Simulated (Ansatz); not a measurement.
A short molecular-dynamics run on `C[Si](C)(C)C#Cc1cnc(-c2cnc(-c3cnc(C#C[Si](C)(C)C)nc3)nc2)nc1`.

```yaml
crystal:
  periodic: [false, false, false]
  atoms:
    - {symbol: C, position_ang: [10.503361, -1.075553, 1.310396]}
    - {symbol: Si, position_ang: [9.906733, 0.062175, -0.059405]}
    - {symbol: C, position_ang: [10.477932, 1.826051, 0.237232]}
    - {symbol: C, position_ang: [10.481503, -0.554562, -1.737774]}
    - {symbol: C, position_ang: [8.056944, 0.049943, -0.048337]}
    - {symbol: C, position_ang: [6.827815, 0.043137, -0.040296]}
    - {symbol: C, position_ang: [5.412301, 0.034496, -0.031790]}
    - {symbol: C, position_ang: [4.659386, -1.160981, 0.030517]}
    - {symbol: N, position_ang: [3.334814, -1.170117, 0.039394]}
    - {symbol: C, position_ang: [2.706615, 0.017834, -0.015869]}
    - {symbol: C, position_ang: [1.237045, 0.008749, -0.006126]}
    - {symbol: C, position_ang: [0.479309, 1.193112, -0.057741]}
    - {symbol: N, position_ang: [-0.848151, 1.189712, -0.050014]}
    - {symbol: C, position_ang: [-1.458080, -0.008162, 0.010778]}
    - {symbol: C, position_ang: [-2.928155, -0.017633, 0.020345]}
    - {symbol: C, position_ang: [-3.685442, 1.167397, -0.030819]}
    - {symbol: N, position_ang: [-5.013353, 1.168626, -0.023580]}
    - {symbol: C, position_ang: [-5.616269, -0.035419, 0.036789]}
    - {symbol: C, position_ang: [-7.048224, -0.045589, 0.042969]}
    - {symbol: C, position_ang: [-8.275183, -0.054617, 0.048334]}
    - {symbol: Si, position_ang: [-10.122880, -0.067263, 0.058082]}
    - {symbol: C, position_ang: [-10.696928, 0.828380, 1.606521]}
    - {symbol: C, position_ang: [-10.715598, 0.822668, -1.486504]}
    - {symbol: C, position_ang: [-10.700961, -1.853648, 0.065271]}
    - {symbol: N, position_ang: [-4.996703, -1.231423, 0.088395]}
    - {symbol: C, position_ang: [-3.668979, -1.212613, 0.080583]}
    - {symbol: N, position_ang: [-0.832379, -1.198185, 0.065099]}
    - {symbol: C, position_ang: [0.494980, -1.184940, 0.056848]}
    - {symbol: N, position_ang: [3.319422, 1.213355, -0.079645]}
    - {symbol: C, position_ang: [4.644027, 1.220442, -0.088547]}
    - {symbol: H, position_ang: [10.145154, -2.105994, 1.155794]}
    - {symbol: H, position_ang: [10.142792, -0.736333, 2.294711]}
    - {symbol: H, position_ang: [11.605485, -1.100027, 1.341829]}
    - {symbol: H, position_ang: [11.579275, 1.882958, 0.238325]}
    - {symbol: H, position_ang: [10.104099, 2.502454, -0.548134]}
    - {symbol: H, position_ang: [10.117700, 2.202868, 1.207943]}
    - {symbol: H, position_ang: [11.583086, -0.564704, -1.790180]}
    - {symbol: H, position_ang: [10.108497, 0.091778, -2.548344]}
    - {symbol: H, position_ang: [10.122707, -1.578489, -1.929594]}
    - {symbol: H, position_ang: [5.172155, -2.129947, 0.078209]}
    - {symbol: H, position_ang: [0.988130, 2.162741, -0.109765]}
    - {symbol: H, position_ang: [-3.174623, 2.136307, -0.077871]}
    - {symbol: H, position_ang: [-10.324079, 0.328858, 2.515047]}
    - {symbol: H, position_ang: [-10.333267, 1.868301, 1.619322]}
    - {symbol: H, position_ang: [-11.798451, 0.850237, 1.656955]}
    - {symbol: H, position_ang: [-11.817621, 0.846424, -1.523076]}
    - {symbol: H, position_ang: [-10.350118, 1.861815, -1.508425]}
    - {symbol: H, position_ang: [-10.355276, 0.318738, -2.397658]}
    - {symbol: H, position_ang: [-11.802357, -1.909684, 0.070282]}
    - {symbol: H, position_ang: [-10.335981, -2.390596, -0.824981]}
    - {symbol: H, position_ang: [-10.327990, -2.386055, 0.954934]}
    - {symbol: H, position_ang: [-3.144879, -2.174614, 0.122883]}
    - {symbol: H, position_ang: [1.016479, -2.148307, 0.098497]}
    - {symbol: H, position_ang: [5.144212, 2.195889, -0.137830]}
basis:
  gaussian: {orbitals: def2-SVP, fitting: {mean_field: def2-universal-jkfit}}
hamiltonian: {xc: {name: r2SCAN}}
md: {timestep: 2 fs, n_steps: 25, ensemble: nvt_nose_hoover, temperature: 1000, initial_velocities: maxwell_boltzmann, seed: 252}
scf: {omitted_lower_state_checks: [starts]}
```

```sh
$ ansatz run in.yaml --threads 2 --pin off --events-out ev --progress --plain --max-ram 22528MiB --backend cuda --devices 0, --max-vram 18GiB
```

```json
{"step": "0", "time (fs)": "0.0", "potential energy (eV)": "-47851.3465", "kinetic (eV)": "6.7215", "T (K)": "1000", "conserved (eV)": "-47844.6249"}
{"step": "1", "time (fs)": "2.0", "potential energy (eV)": "-47848.8477", "kinetic (eV)": "4.9034", "T (K)": "730", "conserved (eV)": "-47843.9444"}
{"step": "2", "time (fs)": "4.0", "potential energy (eV)": "-47848.0122", "kinetic (eV)": "3.8183", "T (K)": "568", "conserved (eV)": "-47844.1951"}
{"step": "3", "time (fs)": "6.0", "potential energy (eV)": "-47847.4412", "kinetic (eV)": "3.2187", "T (K)": "479", "conserved (eV)": "-47844.2256"}
{"step": "4", "time (fs)": "8.0", "potential energy (eV)": "-47846.5959", "kinetic (eV)": "2.7252", "T (K)": "405", "conserved (eV)": "-47843.8767"}
{"step": "5", "time (fs)": "10.0", "potential energy (eV)": "-47848.9298", "kinetic (eV)": "4.3718", "T (K)": "650", "conserved (eV)": "-47844.5691"}
{"step": "6", "time (fs)": "12.0", "potential energy (eV)": "-47847.9373", "kinetic (eV)": "3.9561", "T (K)": "589", "conserved (eV)": "-47843.9996"}
{"step": "7", "time (fs)": "14.0", "potential energy (eV)": "-47848.1191", "kinetic (eV)": "3.8649", "T (K)": "575", "conserved (eV)": "-47844.2807"}
{"step": "8", "time (fs)": "16.0", "potential energy (eV)": "-47847.5509", "kinetic (eV)": "3.3204", "T (K)": "494", "conserved (eV)": "-47844.2657"}
{"step": "9", "time (fs)": "18.0", "potential energy (eV)": "-47846.3574", "kinetic (eV)": "2.4361", "T (K)": "362", "conserved (eV)": "-47843.9647"}
{"step": "10", "time (fs)": "20.0", "potential energy (eV)": "-47847.7532", "kinetic (eV)": "3.5384", "T (K)": "526", "conserved (eV)": "-47844.2682"}
{"step": "11", "time (fs)": "22.0", "potential energy (eV)": "-47847.9161", "kinetic (eV)": "3.8960", "T (K)": "580", "conserved (eV)": "-47844.0874"}
{"step": "12", "time (fs)": "24.0", "potential energy (eV)": "-47848.2341", "kinetic (eV)": "4.0737", "T (K)": "606", "conserved (eV)": "-47844.2440"}
{"step": "13", "time (fs)": "26.0", "potential energy (eV)": "-47847.9570", "kinetic (eV)": "3.7909", "T (K)": "564", "conserved (eV)": "-47844.2669"}
{"step": "14", "time (fs)": "28.0", "potential energy (eV)": "-47846.6256", "kinetic (eV)": "2.7597", "T (K)": "411", "conserved (eV)": "-47843.9824"}
{"step": "15", "time (fs)": "30.0", "potential energy (eV)": "-47846.9344", "kinetic (eV)": "2.9530", "T (K)": "439", "conserved (eV)": "-47844.1128"}
{"step": "16", "time (fs)": "32.0", "potential energy (eV)": "-47846.9156", "kinetic (eV)": "2.9048", "T (K)": "432", "conserved (eV)": "-47844.1589"}
{"step": "17", "time (fs)": "34.0", "potential energy (eV)": "-47847.3291", "kinetic (eV)": "3.3566", "T (K)": "499", "conserved (eV)": "-47844.1399"}
{"step": "18", "time (fs)": "36.0", "potential energy (eV)": "-47848.1641", "kinetic (eV)": "4.0796", "T (K)": "607", "conserved (eV)": "-47844.2762"}
{"step": "19", "time (fs)": "38.0", "potential energy (eV)": "-47847.0057", "kinetic (eV)": "3.2807", "T (K)": "488", "conserved (eV)": "-47843.9419"}
{"step": "20", "time (fs)": "40.0", "potential energy (eV)": "-47847.1148", "kinetic (eV)": "3.3365", "T (K)": "496", "conserved (eV)": "-47844.0190"}
{"step": "21", "time (fs)": "42.0", "potential energy (eV)": "-47847.1365", "kinetic (eV)": "3.2829", "T (K)": "488", "conserved (eV)": "-47844.1194"}
{"step": "22", "time (fs)": "44.0", "potential energy (eV)": "-47846.7452", "kinetic (eV)": "3.2684", "T (K)": "486", "conserved (eV)": "-47843.7687"}
{"step": "23", "time (fs)": "46.0", "potential energy (eV)": "-47848.0931", "kinetic (eV)": "4.3058", "T (K)": "641", "conserved (eV)": "-47844.1104"}
{"step": "24", "time (fs)": "48.0", "potential energy (eV)": "-47846.9605", "kinetic (eV)": "3.6532", "T (K)": "544", "conserved (eV)": "-47843.6642"}
{"step": "25", "time (fs)": "50.0", "potential energy (eV)": "-47847.1914", "kinetic (eV)": "3.8118", "T (K)": "567", "conserved (eV)": "-47843.7689"}
```

Velocities are drawn at the set temperature; a run this short doesn't reach equilibrium. The conserved energy moves by 0.96 eV, a sign that the time step is too long.

Frames (Å, forces in eV/Å):

```xyz
54
time=0.0 fs
C    10.503   -1.076    1.310   -0.002   -0.002    0.003
Si    9.907    0.062   -0.059    0.006   -0.001    0.000
C    10.478    1.826    0.237   -0.001    0.003    0.001
C    10.482   -0.555   -1.738   -0.002   -0.001   -0.003
C     8.057    0.050   -0.048   -0.024    0.003    0.002
C     6.828    0.043   -0.040    0.012   -0.002    0.000
C     5.412    0.034   -0.032    0.005    0.000   -0.021
C     4.659   -1.161    0.031   -0.006   -0.002    0.023
N     3.335   -1.170    0.039   -0.001    0.000   -0.005
C     2.707    0.018   -0.016    0.020    0.000   -0.006
C     1.237    0.009   -0.006   -0.005    0.001    0.013
C     0.479    1.193   -0.058   -0.004    0.002   -0.018
N    -0.848    1.190   -0.050   -0.006    0.001   -0.001
C    -1.458   -0.008    0.011    0.026    0.001    0.015
C    -2.928   -0.018    0.020   -0.011    0.000   -0.004
C    -3.685    1.167   -0.031   -0.003   -0.001    0.004
N    -5.013    1.169   -0.024   -0.010    0.006    0.009
C    -5.616   -0.035    0.037    0.026   -0.003   -0.023
C    -7.048   -0.046    0.043   -0.019    0.004    0.006
C    -8.275   -0.055    0.048    0.024   -0.003    0.000
Si  -10.123   -0.067    0.058   -0.002    0.000    0.001
C   -10.697    0.828    1.607    0.001    0.003    0.003
C   -10.716    0.823   -1.487    0.002    0.002   -0.003
C   -10.701   -1.854    0.065    0.001   -0.004   -0.001
N    -4.997   -1.231    0.088   -0.010   -0.005    0.011
C    -3.669   -1.213    0.081   -0.003    0.002   -0.002
N    -0.832   -1.198    0.065   -0.006   -0.002   -0.002
C     0.495   -1.185    0.057   -0.005   -0.003   -0.013
N     3.319    1.213   -0.080   -0.001    0.000   -0.005
C     4.644    1.220   -0.089   -0.006    0.004    0.025
H    10.145   -2.106    1.156    0.005    0.003    0.003
H    10.143   -0.736    2.295    0.005   -0.004   -0.002
H    11.605   -1.100    1.342   -0.002   -0.002    0.002
H    11.579    1.883    0.238   -0.002    0.002    0.000
H    10.104    2.502   -0.548    0.005    0.000    0.005
H    10.118    2.203    1.208    0.005    0.002   -0.004
H    11.583   -0.565   -1.790   -0.002   -0.001   -0.002
H    10.108    0.092   -2.548    0.005   -0.005    0.001
H    10.123   -1.578   -1.930    0.005    0.004   -0.002
H     5.172   -2.130    0.078    0.002    0.005   -0.008
H     0.988    2.163   -0.110    0.002   -0.005    0.008
H    -3.175    2.136   -0.078    0.000   -0.005   -0.004
H   -10.324    0.329    2.515   -0.005    0.004   -0.002
H   -10.333    1.868    1.619   -0.005   -0.003    0.003
H   -11.798    0.850    1.657    0.001    0.001    0.002
H   -11.818    0.846   -1.523    0.001    0.001   -0.002
H   -10.350    1.862   -1.508   -0.006   -0.004   -0.003
H   -10.355    0.319   -2.398   -0.005    0.004    0.002
H   -11.802   -1.910    0.070    0.001   -0.002    0.000
H   -10.336   -2.391   -0.825   -0.006   -0.001    0.005
H   -10.328   -2.386    0.955   -0.005    0.000   -0.005
H    -3.145   -2.175    0.123    0.000    0.005   -0.001
H     1.016   -2.148    0.098    0.002    0.006    0.005
H     5.144    2.196   -0.138    0.002   -0.006   -0.008
54
time=24.0 fs
C    10.678   -1.086    1.236   -1.029   -1.141   -1.088
Si    9.914    0.026   -0.194    0.191   -0.231    1.445
C    10.447    1.706    0.405   -2.175    0.679    3.065
C    10.672   -0.641   -1.788   -1.591    0.896    0.479
C     8.034    0.361   -0.189   -0.378   -1.624   -0.228
C     6.805    0.162   -0.149    0.546   -0.014   -0.380
C     5.377    0.044   -0.108    0.163    1.802   -0.150
C     4.630   -1.115   -0.029   -0.372   -2.119    1.106
N     3.308   -1.159    0.195    0.598    0.731   -1.029
C     2.682    0.027    0.177   -0.746    0.391    0.435
C     1.214    0.009    0.089   -1.189    0.145    0.187
C     0.449    1.201   -0.203    0.855   -1.823    1.404
N    -0.881    1.173   -0.188    0.116   -0.467    0.209
C    -1.472   -0.038    0.014   -0.446    0.454   -0.269
C    -2.954   -0.043    0.145    2.191    0.268   -0.748
C    -3.715    1.123    0.099    0.413    0.160    0.335
N    -5.009    1.091   -0.072   -1.231   -0.732    0.443
C    -5.598   -0.176   -0.038    0.891    2.240   -0.435
C    -7.002   -0.132   -0.138   -4.050    0.462    0.053
C    -8.255    0.062   -0.154    2.443   -1.115    0.783
Si  -10.141   -0.042    0.081    0.671   -0.674   -0.518
C   -10.748    0.992    1.543    0.531   -0.700   -1.530
C   -10.689    0.823   -1.507   -0.522    0.849   -1.138
C   -10.754   -1.863    0.248    0.377   -1.090   -0.351
N    -4.937   -1.314    0.067   -0.732   -0.810   -0.104
C    -3.624   -1.229    0.080    1.202   -3.757    0.070
N    -0.859   -1.245    0.005    0.307    0.801    1.041
C     0.459   -1.213    0.172    1.126    0.093   -2.244
N     3.268    1.257    0.259    1.205   -0.839   -1.236
C     4.589    1.235    0.027    0.664    0.860    1.502
H    10.145   -2.145    1.357    1.249    2.114    0.033
H    10.643   -0.439    2.137    0.003   -0.669   -0.010
H    11.761   -1.211    0.888   -1.158   -0.032    0.551
H    11.432    1.884    0.787    1.215   -0.321    0.338
H    10.286    2.504   -0.275   -0.493    1.155   -1.139
H     9.705    2.000    1.400    1.878   -0.941   -2.721
H    11.664   -0.966   -1.666    1.728   -0.728    0.656
H    10.750    0.143   -2.502   -0.100    1.145   -1.060
H    10.115   -1.422   -2.270   -0.599   -0.789   -0.239
H     5.116   -2.108    0.019    0.097    0.307   -0.182
H     1.043    2.120   -0.269   -0.450    0.300   -0.437
H    -3.171    2.056    0.258   -0.236    0.489   -0.353
H   -10.567    0.670    2.538    0.269   -0.697    1.222
H   -10.310    1.954    1.420    0.519    1.312   -0.053
H   -11.800    1.099    1.369   -1.203    0.124    0.028
H   -11.744    0.563   -1.879    1.199    0.292    0.514
H   -10.703    1.935   -1.205    0.039   -1.202   -0.694
H    -9.959    0.693   -2.407   -1.107    0.178    1.541
H   -11.839   -1.871    0.542    0.578    0.116   -0.157
H   -10.681   -2.499   -0.724    0.029    1.089    1.382
H   -10.196   -2.446    1.065   -0.575    0.766   -0.944
H    -2.997   -2.252    0.033   -1.417    2.265    0.183
H     1.024   -2.172   -0.007   -0.483    0.650    0.841
H     5.205    2.175    0.184   -1.008   -0.617   -0.411
54
time=50.0 fs
C    10.610   -1.111    1.090    0.273    1.667   -1.134
Si    9.921    0.072   -0.215   -0.376   -0.286   -0.777
C    10.489    1.691    0.500    4.421    3.536   -3.485
C    10.695   -0.562   -1.821    1.718   -1.042   -1.663
C     8.008    0.057   -0.422    1.241    0.617    0.231
C     6.792    0.261   -0.370   -0.268   -1.029    0.835
C     5.408    0.150   -0.041   -1.038    3.773    1.031
C     4.687   -1.022    0.056   -0.347   -2.635   -1.050
N     3.349   -1.123    0.142    1.226    0.532    1.215
C     2.708    0.040    0.374   -1.068   -1.131   -2.176
C     1.251    0.007    0.177   -1.423   -0.697   -0.473
C     0.460    1.148   -0.188   -0.117   -1.428    1.051
N    -0.869    1.119   -0.276    0.365    0.180   -0.314
C    -1.478   -0.074   -0.047   -1.397    1.381    0.750
C    -2.996   -0.117    0.066    2.676    0.007   -0.263
C    -3.747    1.050    0.106    1.059   -0.237   -0.111
N    -5.038    1.035    0.049   -2.665   -0.992   -0.641
C    -5.648   -0.228   -0.146    0.332    2.426    0.627
C    -7.102   -0.168   -0.288    2.772   -0.475    0.495
C    -8.297   -0.128   -0.082   -0.532    0.267   -0.272
Si  -10.084    0.003    0.035   -1.638    1.406   -0.158
C   -10.714    1.136    1.396    0.067    0.168    1.524
C   -10.768    0.821   -1.543   -0.162   -1.471    1.150
C   -10.714   -1.685    0.417    0.029    0.403   -0.421
N    -4.993   -1.373   -0.040   -0.542   -0.420    0.074
C    -3.671   -1.310    0.138    0.333   -2.412   -0.191
N    -0.864   -1.200    0.151    3.040   -1.664   -0.512
C     0.527   -1.197    0.142   -1.996   -0.422    0.845
N     3.230    1.239    0.434    3.697    2.197    1.030
C     4.599    1.348    0.344   -0.357   -2.498   -1.633
H    10.095   -2.036    1.092   -0.979   -1.205    1.041
H    10.806   -0.472    1.971   -0.289   -1.019    0.301
H    11.543   -1.366    0.586    0.632    0.131    0.269
H    11.523    1.712    1.055   -1.290   -0.679   -1.324
H    10.604    2.806   -0.184   -0.759   -3.451    1.793
H     9.906    1.884    1.305   -2.792    1.052    2.877
H    11.627   -1.179   -1.470   -1.666    0.500   -0.549
H    11.245    0.079   -2.610   -1.255   -0.189    1.145
H     9.989   -1.247   -2.438    1.048    0.835    1.051
H     5.250   -1.982   -0.101   -0.503    0.551    0.126
H     1.039    2.038   -0.340   -0.069    1.097   -0.245
H    -3.143    1.947    0.208   -0.354    0.807   -0.002
H   -10.487    0.618    2.393   -0.605    0.589   -0.909
H   -10.217    2.155    1.502   -0.674   -0.924   -0.435
H   -11.855    1.227    1.240    1.523    0.005    0.398
H   -11.503    0.202   -2.011   -1.445   -0.794    0.007
H   -11.190    1.807   -1.463    0.216    0.873    0.028
H   -10.031    0.647   -2.268    1.834    0.804   -1.527
H   -11.684   -1.686    0.860   -1.124    0.220    0.745
H   -10.826   -2.301   -0.447    0.181   -0.776   -1.126
H   -10.019   -2.152    1.080    0.678   -0.643    0.788
H    -3.111   -2.313    0.295   -0.810    1.604   -0.323
H     0.972   -2.217    0.207    0.049    0.777    0.038
H     5.179    2.289    0.364   -0.870    0.114    0.247
```

It took 2.4 min on 2 threads of AMD EPYC 7R13 on a shared host and a share (18 GiB) of an NVIDIA H100 80GB HBM3, peak host memory 1.2 GiB.
